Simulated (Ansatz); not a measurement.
`[SH][Ge][Cl]` + CH₃SH → `C[S][Ge][Cl]` + H₂S at 700 K and 1 bar (ligand exchange at a Ge–S bond).

Computed with Ansatz on PBE0-D4/def2-TZVP structures; ΔE is electronic, products minus reactants. CBS: MP2 limit from def2 TZ/QZ plus the TZ coupled-cluster correction, frozen cores. This one scheme is used for every species. For Ge outer-core shells are correlated without core-valence functions, which leaves a few kJ/mol of doubt a bond. Scalar relativity is left out up to krypton. Each species was taken in one conformer, which may not be the lowest.

```
       species  CCSD(T)/CBS energy (Eh)  H − E (kJ/mol)  S (J/(mol·K))
`[SH][Ge][Cl]`              -2934.32884            70.4          367.1
         CH₃SH               -438.22835           160.2          309.0
`C[S][Ge][Cl]`              -2973.58695           166.0          439.8
           H₂S               -398.97279            64.8          236.9
```

H − E and S are ideal-gas, rigid-rotor, harmonic terms from PBE0-D4/def2-TZVP, for one conformer and one mirror image of each species. 1 Eh = 2625.50 kJ/mol, R = 8.31446 J/(mol·K).

Q: By hand: ΔE, ΔH, ΔS and ΔG.

A: ΔE = (-2973.58695) + (-398.97279) − (-2934.32884) − (-438.22835) = -0.00255 Eh = -6.7 kJ/mol. Δ(H − E) = 166.0 + 64.8 − 70.4 − 160.2 = 0.2, so ΔH = -6.5 kJ/mol. ΔS = 439.8 + 236.9 − 367.1 − 309.0 = 0.6 J/(mol·K). ΔG = -6.5 − 700 × (0.6)/1000 = -6.9 kJ/mol.

Q: By hand: the equilibrium constant, and the temperature at which ΔG would vanish if ΔH and ΔS stayed fixed.

A: log₁₀ K = −ΔG/(RT ln 10) = 0.5. ΔH and −TΔS have one sign here, so there is no such temperature.

The number of gas molecules stays the same, so ΔS is small and ΔH decides. A doubt of 5 kJ/mol in ΔE shifts log₁₀ K by 0.4 here. Other conformers and mirror images would add mixing entropy, several J/(mol·K) or more a flexible species. Modes under 60 cm⁻¹, often nearly free rotors, make the harmonic entropy too high. These are equilibria of isolated gas molecules and say nothing of rates. Largest T1 diagnostic: 0.014 (customary marks: 0.02 for closed shells, 0.045 for open ones).

ΔS is within the doubt of such terms, so its sign, and with it that verdict, could turn.
